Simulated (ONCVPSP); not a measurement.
## Which change was made? (Be, ONCV)

Be, optimised norm-conserving Vanderbilt (ONCV), made with ONCVPSP 4.0.1 (LDA (Perdew-Wang 92), scalar-relativistic). Core none, reference 1s2 2s2. Waves: 1s+2s: rc 0.65 bohr, ncon 5, nbas 8, qcut 15.9 1/bohr, 2 projectors; p scattering state at 0.21 Ha: rc 0.55 bohr, ncon 5, nbas 9, qcut 17.2 1/bohr, 2 projectors, debl 2.1 Ha; d scattering state at 0.34 Ha: rc 0.65 bohr, ncon 3, nbas 6, qcut 15.5 1/bohr, 3 projectors, debl 1.5 Ha. Local part: polynomial inside 0.35 bohr (lpopt 5, dvloc0 0 Ha). Core correction: none.

Cutoffs, loose and tight: the cutoffs (Ha) at which the residual kinetic energy of the hardest occupied pseudo-wave falls to 1 and 0.1 mHa per electron. They do not see the model core or the augmentation charge, which bear on the density cutoff. Test errors are all-electron minus pseudo excitation energies from the reference, over the configurations 1s2 2s1; 1s2 2s0; 1s2 2s1.5; 1s1 2s2; variants that change the core or the reference have their own tests.

The base gives: outcome: generated; cutoff, loose: 120 Ha; cutoff, tight: 323 Ha; bound ghosts: d; GHOST(+) flags above zero: none; largest test error (meV): +444.

(1) After one change the result is: outcome: generated; cutoff, loose: 120 Ha; cutoff, tight: 320 Ha; bound ghosts: d5/2, d3/2; GHOST(+) flags above zero: none; largest test error (meV): +444. Which change was it?
A. fully relativistic
B. s: qcut 21.1
C. s: qcut 11.5; p: qcut 12.5; d: qcut 11.2
D. s: rc 0.76

## Answers

(1) A. The others give: s: rc 0.76 → outcome: generated; cutoff, loose: 103 Ha; cutoff, tight: 120 Ha; bound ghosts: d; GHOST(+) flags above zero: none; largest test error (meV): +648 | s: qcut 21.1 → outcome: generated; cutoff, loose: 152 Ha; cutoff, tight: 180 Ha; bound ghosts: d; GHOST(+) flags above zero: none; largest test error (meV): +299 | s: qcut 11.5; p: qcut 12.5; d: qcut 11.2 → outcome: generated; cutoff, loose: 345 Ha; cutoff, tight: 406 Ha; bound ghosts: d; GHOST(+) flags above zero: p; largest test error (meV): +699.
